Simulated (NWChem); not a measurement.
System meant: Si$_{2}$H$_{3}$I, singlet; SMILES [SiH3][Si]I

NWChem input:

```
start job
memory heap 200 mb stack 900 mb global 1100 mb
geometry units angstroms noautoz
  Si     1.036237    -0.897150    -0.668288
  I     -0.116800     0.751822     0.786824
  Si    -0.482479    -2.700116    -0.118854
  H     -0.118392    -3.960881    -0.843168
  H     -1.881607    -2.321925    -0.498515
  H     -0.434330    -2.969623     1.354381
end
basis spherical
  * library def2-svp
end
dft
  xc xpbe96 cpbe96
  iterations 150
  mulliken
end
task dft energy
```

End of the output:

```
             Grid Information
             ----------------
          Grid used for XC integration:  medium
          Radial quadrature: Mura-Knowles
          Angular quadrature: Lebedev.
          Tag              B.-S. Rad. Rad. Pts. Rad. Cut. Ang. Pts.
          ---              ---------- --------- --------- ---------
          Si                  1.10       88          11.0       590
          I                   1.40      123          12.0       590
          H                   0.35       45          12.0       434
          Grid pruning is: on
          Number of quadrature shells:   434
          Spatial weights used:  Erf1

          Convergence Information
          -----------------------
          Convergence aids based upon iterative change in
          total energy or number of iterations.
          Levelshifting, if invoked, occurs when the
          HOMO/LUMO gap drops below (HL_TOL):  1.00D-02
          DIIS, if invoked, will attempt to extrapolate
          using up to (NFOCK): 10 stored Fock matrices.

                    Damping( 0%)  Levelshifting(0.5)       DIIS
                  --------------- ------------------- ---------------
          dE  on:    start            ASAP                start
          dE off:    2 iters        150 iters           150 iters

      Screening Tolerance Information
      -------------------------------
          Density screening/tol_rho:  1.00D-10
          AO Gaussian exp screening on grid/accAOfunc:  14
          CD Gaussian exp screening on grid/accCDfunc:  20
          XC Gaussian exp screening on grid/accXCfunc:  20
          Schwarz screening/accCoul:  1.00D-08

      Superposition of Atomic Density Guess
      -------------------------------------

      charge =      53.0 I (Iodine)

      symmetry species            s     p     d     f
      number of basis functions =10     7     6
      number of cont. functions = 4     4     2
      number of closed shells   = 5     3     2
      number of open shells     = 0     1     0
      open shell occupation     = 0     5     0
 ------------------------------------------------------------------------
 atomscf:atomd: error in atom scf                   0
 ------------------------------------------------------------------------
 ------------------------------------------------------------------------
  current input line :
    19: task dft energy
 ------------------------------------------------------------------------
 ------------------------------------------------------------------------
 This error has not yet been assigned to a category
 ------------------------------------------------------------------------
 For more information see the NWChem manual at https://nwchemgit.github.io

0:atomscf:atomd: error in atom scf:Received an Error in Communication
```

Q: Can this run be used? If not, why, and what is the fix?

A: The program stopped with an error. Cause: the def2 basis of a heavy element holds valence functions alone and wants its effective core potential (without it all electrons must fit into that basis). This input runs:
```
start job
memory heap 200 mb stack 900 mb global 1100 mb
geometry units angstroms noautoz
  Si     1.036237    -0.897150    -0.668288
  I     -0.116800     0.751822     0.786824
  Si    -0.482479    -2.700116    -0.118854
  H     -0.118392    -3.960881    -0.843168
  H     -1.881607    -2.321925    -0.498515
  H     -0.434330    -2.969623     1.354381
end
basis spherical
  * library def2-svp
end
ecp
  I library def2-ecp
end
dft
  xc xpbe96 cpbe96
  iterations 150
  mulliken
end
task dft energy
```
It converges to -877.97032 Ha (PBE/def2-SVP with def2 effective core potentials on I).
